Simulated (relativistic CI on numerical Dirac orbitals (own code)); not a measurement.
## Radial parameters of Xe⁴⁶⁺

Calculated at this level of theory: Dirac-Coulomb-Breit CI, KLI orbitals optimised for each configuration, a model potential for QED, unscaled Slater integrals (own radial code, finite nucleus).

Slater integrals F^k, G^k are unscaled and averaged over j, outside the closed core 1s2; ζ comes from projecting the Hamiltonian with its Breit term on Σ l·s of the shell.

- 2s2 2p4: F^2(2p,2p) = 986590, ζ(2p) = 1.834e+06 cm⁻¹; <r>(2p) = 0.09612, <r^2>(2p) = 0.01121 (bohr units).
- 2s 2p5: G^1(2s,2p) = 1.054e+06, ζ(2p) = 1.8267e+06 cm⁻¹; <r>(2s) = 0.1106, <r^2>(2s) = 0.01442, <r>(2p) = 0.09627, <r^2>(2p) = 0.01125 (bohr units).
- 2p5 3s: ζ(2p) = 1.849e+06, G^1(2p,3s) = 104410 cm⁻¹; <r>(2p) = 0.09585, <r^2>(2p) = 0.01115, <r>(3s) = 0.2605, <r^2>(3s) = 0.07733 (bohr units).

Averages of the first 10 configurations, taken without configuration mixing, which lowers the lowest level and can move excited configurations by several eV; other configurations of the list can lie among them:

```json
{"Configuration": "2s2 2p4", "Parity": "even", "States": "15", "Average energy above the lowest level (eV)": "234.1"}
{"Configuration": "2s 2p5", "Parity": "odd", "States": "12", "Average energy above the lowest level (eV)": "731.6"}
{"Configuration": "2p6", "Parity": "even", "States": "1", "Average energy above the lowest level (eV)": "1271.8"}
{"Configuration": "2p5 3s", "Parity": "odd", "States": "12", "Average energy above the lowest level (eV)": "5785.7"}
{"Configuration": "2p5 3p", "Parity": "even", "States": "36", "Average energy above the lowest level (eV)": "5922.4"}
{"Configuration": "2p5 3d", "Parity": "odd", "States": "60", "Average energy above the lowest level (eV)": "6055.3"}
{"Configuration": "2s2 2p3 3s", "Parity": "odd", "States": "40", "Average energy above the lowest level (eV)": "4802.3"}
{"Configuration": "2s2 2p3 3p", "Parity": "even", "States": "120", "Average energy above the lowest level (eV)": "4946.0"}
{"Configuration": "2s2 2p3 3d", "Parity": "odd", "States": "200", "Average energy above the lowest level (eV)": "5079.3"}
{"Configuration": "2s 2p4 3s", "Parity": "even", "States": "60", "Average energy above the lowest level (eV)": "5272.5"}
```
